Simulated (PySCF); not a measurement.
Compound: Ge(CF3)2H2, C2H2F6Ge.
Bonds: Ge1–C2, Ge1–C6, C2–F3, C2–F4, C2–F5, C6–F7, C6–F8, C6–F9. Hydrogens: H10, H11 on Ge1.

Computed, not measured: PySCF, PBE0-D3(BJ)/def2-SVP geometry optimisation, gas phase.

(1) What internal coordinates does the optimisation give?

## Answers

(1) 
| bond | length (pm) |
| --- | --- |
| Ge1–C2, Ge1–C6 | 199.4 |
| Ge1–H10, Ge1–H11 | 152.9 |
| C2–F3 and 5 like bonds | 133.7 |

Bonds in one row agree within 1 pm and their mean is given. A selection of angles:
| angle | degrees |
| --- | --- |
| C2–Ge1–C6 | 106.9 |
| Ge1–C2–F3 | 110.7 |
| F3–C2–F4 | 107.6 |

Dihedral angles: C6–Ge1–C2–F3 179° (antiperiplanar); C2–Ge1–C6–F7 53° (synclinal). The mirror-image conformer, all signs reversed, is as good.

All 6 C–F bonds measure 1.336 to 1.339 Å. Ge1 (germanium bonded to 2 C and 2 H) is distorted tetrahedral (angles from 106.9° to 113.5°).

Point group: near C2v, missed by 0.24 Å at most; the miss may be what the optimiser left on a soft mode. Whether it is a minimum is left open (no frequencies).

Hardware: an Arm Neoverse V2 with one thread, shared host. Cost: 2.5 min, 0.58 GiB resident at most. This is the geometry optimisation.
